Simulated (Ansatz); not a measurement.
Reactions of C2H7SSb (`C[CH](S)[SbH2]`).

Calculated with Ansatz (gas phase, PBE0-D4/def2-TZVP geometries, no zero-point term in ΔE). CCSD(T)/CBS adds triple-zeta CCSD(T) − MP2 to the extrapolated MP2 energy (def2 sets, frozen cores). This one scheme is used for every species, atoms too. Functionals use def2-TZVPP. Open shells (•) are unrestricted, without spin–orbit coupling. Spin–orbit coupling would lower the free atoms: a little for C, S. def2 core potentials past Kr. Bonds to Sb are less sure, by a few kJ/mol each and by 10 to 20 or more in all where they break to atoms, as the def2 sets lack core-valence functions. One conformer a species, not always the lowest.

```csv
reaction,PBE0-D4 (kJ/mol),PBE-D4 (kJ/mol),CCSD(T)/CBS(def2) (kJ/mol)
`C[CH](S)[SbH2]` + H₂ → `CCS` + stibine,-54,-47,-42
`C[CH](S)[SbH2]` + H₂ → `S[CH2][SbH2]` + CH₄,-66,-62,-62
`C[CH](S)[SbH2]` + `NC=O` → `O=C[NH][SbH2]` + `CCS`,-24,-26,-24
`C[CH](S)[SbH2]` + H₂S → `[SH][SbH2]` + `CCS`,-78,-76,-69
`C[CH](S)[SbH2]` → 2 C• + 7 H• + S• + Sb•,3545,3600,3550
`C[CH](S)[SbH2]` + H₂O → `CC(O)S` + stibine,45,45,60
```

Largest T1 diagnostic: 0.017, for `O=C[NH][SbH2]`.
